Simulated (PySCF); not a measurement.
C2H7Ga. Atoms are numbered in the order given.

```xyz
10

Ga    -0.0630    -0.8243     0.0000
H      0.9165    -2.0641     0.0000
H     -1.6240    -1.0751     0.0000
C      0.6698     1.0238     0.0000
C     -0.3568     2.1610     0.0000
H      1.3431     1.0977    -0.8746
H      1.3431     1.0977     0.8746
H     -1.0135     2.1177     0.8845
H     -1.0135     2.1177    -0.8845
H      0.1240     3.1545     0.0000
```
Charge 0, spin multiplicity 1.

The structure is a stationary point at B3LYP-D3(BJ)/def2-SVP. The structure was generated by enumeration; whether it is a known compound was not checked.

Computed with PySCF with ωB97X/def2-TZVPD.

Mulliken values depend strongly on the basis, most of all with diffuse functions as here. ESP charges are fitted to the potential on shells at 1.4 to 2.0 van der Waals radii. Atomic charges (e):

```
atom  ESP fit    IAO  Mulliken
----  -------  -----  --------
Ga1      0.62   0.58      0.57
H2      -0.25  -0.15     -0.27
H3      -0.24  -0.16     -0.20
C4      -0.04  -0.55     -0.41
C5      -0.15  -0.39     -0.99
H6      -0.01   0.14      0.27
H7      -0.01   0.14      0.27
H8       0.03   0.13      0.25
H9       0.03   0.13      0.25
H10      0.04   0.13      0.27
```
